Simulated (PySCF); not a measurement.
## RuS₂, broken-symmetry Ms = 0: computed properties

These are results of UPBE0 in PySCF with Ru def2-SVP with ECP28, S def2-SVP; scalar-relativistic core potentials, no spin–orbit coupling; density-fitted integrals, not measurements.

The structure is a minimum.

```json
{
  "Point group": "C2v",
  "Bond lengths": "Ru–S 2.058 Å (×2)",
  "Bond angles": "S–Ru–S 128.0°",
  "Spin squared ⟨S²⟩": "0.891",
  "Enthalpy at 298.15 K above 0 K": "12.77 kJ/mol",
  "Highest occupied level (α)": "-6.92 eV",
  "Heat capacity Cp at 298.15 K": "50.9 J/(mol K)",
  "Principal polarisabilities": "41.7, 54.1, 114.6 bohr³",
  "Zero-point energy": "7.3 kJ/mol",
  "Rotational constants": "0.527, 0.07704, 0.06721 cm⁻¹",
  "Entropy at 298.15 K and 1 bar": "293.0 J/(mol K)",
  "Lowest empty level (α)": "-4.25 eV",
  "Dipole moment": "1.57 D",
  "Rotational symmetry number": "2",
  "Atomisation energy without zero-point energy": "681 kJ/mol",
  "Principal quadrupole moments (Buckingham, traceless) about the centre of mass": "-1.82, 0.41, 1.40 D Å"
}
```

Harmonic modes (masses in u: Ru 101.904, S 31.972):
```tsv
symmetry	ω (cm⁻¹)	IR (km/mol)	type
a1	116	1.5	bend
a1	529	0.9	stretch
b2	568	92.2	stretch
```

In C2v the vibrations span 2a1 + b2. Here b1 is antisymmetric to the molecular plane and b2 lies in it.

Charges (e):
| atom | Mulliken | Löwdin | polar tensor | spin (Mulliken) | Mayer order to Ru1 |
| --- | --- | --- | --- | --- | --- |
| Ru1 | 0.15 | -0.65 | 0.84 | -0.26 | – |
| S2,3 | -0.07 | 0.32 | -0.42 | 0.13 | 2.10 |
Other Mayer orders above 0.3: S–S 0.56.

Mulliken populations on Ru1 (electrons outside its core potential): s 2.43, p 6.51, d 6.90, f 0.01.

The determinant is spin-contaminated (⟨S²⟩ = 0.89, pure value 0.00). Other isomers or separated fragments may lie lower. At this level a quintet minimum of C2v symmetry lies 38 kJ/mol below this structure.

The final relaxation and frequency run took 40 s on 2 threads of a shared Arm Neoverse V2 host, with 67 basis functions and 11 gradients; the process peaked at 0.76 GiB.
